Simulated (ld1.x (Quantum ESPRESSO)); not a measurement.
# Which change was made? (Ge, RRKJ)

```
Element                 : germanium
Generator               : ld1.x (Quantum ESPRESSO) 7.5
Type                    : norm-conserving RRKJ (Kleinman–Bylander form)
Functional              : PBE
Relativity              : fully relativistic
Frozen core             : [Ar]
Valence charge          : 14
Reference configuration : 3d10 4s2 4p0 (charge +2)
Partial waves           : 4s (bound): rc 1.45 bohr; 4p (bound, empty): rc 1.70 bohr; 3d (bound): rc 0.85 bohr
Local potential         : the d channel
Core correction         : none
```

Open shells are filled in proportion to 2j + 1 (rel_dist='average').

Cutoffs, loose and tight: the cutoffs (Ry, on a coarse ladder) from which the occupation-weighted sum of valence levels, in a spherical-Bessel basis at the reference potential, stays within 10 and 1 mRy of its value at 400 Ry. They do not see the model core or the augmentation charge, which bear on the density cutoff. Test errors are all-electron minus pseudo excitation energies from the reference, over the configurations 3d10 4s2 4p2; 3d10 4s2 4p1; 3d10 4s1 4p0; 3d10 4s1 4p3; 3d10 4s1 4p2; 3d10 4s0 4p4; 3d10 4s2 4p2.3; variants that change the core or the reference have their own tests. The largest error is taken over the tests solved by every variant that gives reliable tests at all, those not shown here included: 3d10 4s0 4p4; 3d10 4s1 4p2; 3d10 4s1 4p3; 3d10 4s2 4p1.

The base gives: outcome: generated, misses its reference levels by 0.35 eV; cutoff, loose: 300 Ry; cutoff, tight: over 300 Ry; bound ghosts: s, p1/2, p3/2; largest test error (meV): +10.

**Question.** After one change the result is: outcome: generated, misses its reference levels by 0.36 eV; cutoff, loose: over 300 Ry; cutoff, tight: over 300 Ry; bound ghosts: s, p1/2, p3/2; largest test error (meV): +13. Which change was it?
A. wave 3d (bound): rc 0.85 bohr becomes 3d (bound): rc 1.22 bohr
B. wave 3d (bound): rc 0.85 bohr becomes 3d (bound): rc 0.96 bohr
C. wave 3d (bound): rc 0.85 bohr becomes 3d (bound): rc 0.56 bohr
D. wave 3d (bound): rc 0.85 bohr becomes 3d (bound): rc 0.66 bohr

**Answer.** D. The others give: wave 3d (bound): rc 0.85 bohr becomes 3d (bound): rc 1.22 bohr → outcome: generated, misses its reference levels by 0.35 eV; cutoff, loose: 200 Ry; cutoff, tight: over 300 Ry; bound ghosts: s, p3/2, p1/2; largest test error (meV): +7.7 | wave 3d (bound): rc 0.85 bohr becomes 3d (bound): rc 0.56 bohr → outcome: generated, misses its reference levels by 0.36 eV; bound ghosts: s; largest test error (meV): +8.4 | wave 3d (bound): rc 0.85 bohr becomes 3d (bound): rc 0.96 bohr → outcome: generated, misses its reference levels by 0.35 eV; cutoff, loose: 260 Ry; cutoff, tight: over 300 Ry; bound ghosts: s, p3/2, p1/2; largest test error (meV): +9.5.
